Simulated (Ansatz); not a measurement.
A structure relaxed at PBE-D4/def2-SVP in Ansatz, charge 0, doublet:

```xyz
7

Au    0.9102   -1.0920   -0.0532
Au   -0.4726    1.9498    0.5619
Au   -1.4671   -0.1903   -0.6693
Au   -0.7734   -2.6763   -1.3482
F     2.6853   -1.8345    0.3811
F     1.2677    0.9941    0.8957
F    -2.1500    2.8493    0.2320
```

Question: Give its formula and point group.

Answer: the cluster Au₄F₃. Point group Cs (tolerance 0.1 Å).

Question: Summarise the bond lengths by kind (pairs closer than 1.2 times the sum of covalent radii, bridged metal pairs left out).

Answer: 4 × Au–Au 2.62 to 2.67 Å; 3 × Au–F 1.93 to 2.01 Å.

In the def2 sets Au takes a core potential; there is no spin–orbit coupling. The relaxation made no stability test and no search for a lower SCF solution. No other spin state of charge 0 was run. Another isomer (doublet) lies 0.30 eV lower at PBE0-D4/def2-TZVP; other spin states weren't run for this one.
